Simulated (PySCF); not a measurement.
**EPR parameters of [C7H9F]+**

Compound: C7H9F (charge +1 and doublet state).
Cartesian coordinates in Å at the GFN2-xTB level; atoms count from 1:
```xyz
17
C7H9F angstrom
C     -0.626    1.939   -0.539
C     -0.821    0.677   -0.105
C     -2.048   -0.140    0.171
C     -1.126   -1.134    0.916
F     -1.207   -2.443    0.599
C      0.057   -0.370    0.369
C      1.373   -0.703    0.257
C      2.356   -0.069   -0.608
H      0.346    2.406   -0.546
H     -1.453    2.523   -0.913
H     -2.476   -0.592   -0.725
H     -2.846    0.331    0.741
H     -1.208   -1.055    2.009
H      1.716   -1.547    0.848
H      2.797   -0.822   -1.273
H      1.952    0.744   -1.204
H      3.208    0.267   -0.006
```

The hyperfine couplings belong to this conformer and change with its torsions.

Identity: `[CH2+][C]1C[C@@H](F)/C1=C/C` [radical] (charge +1).

Method: PySCF, UKS B3LYP, pcH-1 on C F H, non-relativistic, mean-field spin-orbit, GIAO. One conformer (not necessarily the lowest) at the GFN2-xTB geometry, without solvent, vibrations or thermal averaging. The geometry wasn't refined by DFT: couplings that depend on bond lengths, twists or pyramidal angles can differ widely from those at the functional's own minimum, by a factor of two or more for some ions and for spin on atoms past the first row. The frame is twisted about the C6–C7 bond at this geometry (dihedral C2–C6–C7–C8 = -8°); couplings at other torsion angles weren't computed. No stability test was run, so a lower SCF solution isn't excluded.

```json
{
 "g1, g2, g3": "2.00221, 2.00287, 2.00294",
 "g_iso": "2.00267",
 "Form of g": "close to axial: the two nearest values differ by 10 % of g3 − g1",
 "⟨S²⟩": "0.7675 (exact 0.7500)"
}
```

Isotropic coupling and dipolar principal values T1 to T3, in 10⁻⁴ cm⁻¹; ρ(0) is the spin density at the nucleus (1 × 10⁻⁴ cm⁻¹ = 2.998 MHz):

```
atom  isotope  a_iso     T1     T2    T3  Mulliken spin population  ρ(0) (bohr⁻³)
  C1      13C   11.8  -13.0  -12.9  25.9                      0.49         0.0315
  C2      13C   -5.0   -2.8   -0.3   3.2                     -0.01        -0.0133
  C3      13C    2.4   -0.6   -0.2   0.8                      0.01         0.0063
  C4      13C   -2.6   -0.8   -0.8   1.6                      0.00        -0.0070
  F5      19F    5.8   -4.3   -1.4   5.7                      0.00         0.0041
  C6      13C    0.1   -5.6   -4.3   9.9                      0.15         0.0003
  C7      13C    7.1  -10.0   -9.5  19.5                      0.35         0.0190
  C8      13C   -4.2   -1.1   -0.7   1.8                     -0.02        -0.0112
  H9       1H  -10.2   -5.5   -1.0   6.5                     -0.02        -0.0068
 H10       1H  -10.1   -6.1   -0.8   7.0                     -0.02        -0.0068
 H11       1H    5.3   -0.5   -0.4   0.8                      0.01         0.0036
 H12       1H   -2.6   -0.8   -0.3   1.1                      0.00        -0.0018
 H13       1H   18.9   -0.8   -0.2   1.0                      0.02         0.0127
 H14       1H   -5.7   -4.6   -1.2   5.7                     -0.01        -0.0038
 H15       1H   25.5   -1.3   -0.9   2.2                      0.03         0.0171
 H16       1H    0.1   -1.2    0.4   0.7                      0.00         0.0001
 H17       1H   25.4   -1.3   -0.5   1.8                      0.03         0.0170
```

The largest Mulliken spin populations are on C1 (+0.49), C7 (+0.35) and C6 (+0.15).

C2, the radical centre as drawn in `[CH2+][C]1C[C@@H](F)/C1=C/C`, holds a spin population of -0.01 out of 1.

Axes: g2 points within 13° of the C1–C2 bond and g3 points within 7° of the C6–C7 bond.

Under fast tumbling the dipolar parts average out, and these isotropic splittings remain (the largest six): 1 × 1H (H13, I = 1/2, 2 lines) with 2.02 mT, 3 × 1H (H15/H16/H17, I = 1/2, 4 lines) with 1.82 mT, 1 × 1H (H9, I = 1/2, 2 lines) with 1.09 mT, 1 × 1H (H10, I = 1/2, 2 lines) with 1.08 mT, 1 × 19F (F5, I = 1/2, 2 lines) with 0.62 mT and 1 × 1H (H14, I = 1/2, 2 lines) with 0.60 mT.

Class means assume fast exchange of nuclei equivalent by connectivity; if that motion is slow, each nucleus keeps its own coupling. H9 and H10 aren't averaged: C1 is flat or nearly so (angle sum 360°), and its turn about the short C1–C2 bond (1.35 Å) is taken as slow. The three 1H nuclei of mean +51.0 MHz run from 0.4 to 76.5 MHz in the frozen geometry.

The 13C coupling of C1 (35.4 MHz) shows only in satellite lines or after enrichment, since that isotope makes up about 1.07 % of natural carbon.

Examples of negative spin density at the nucleus (bohr⁻³): C2 (-0.0133), C8 (-0.0112) and C4 (-0.0070).

Hardware: one thread, Arm Neoverse V1 (aarch64), shared host with 32 logical CPUs at a one-minute load of 26. Cost: 91 s wall (with the writing of density and orbital grids), 0.97 GiB resident at most.
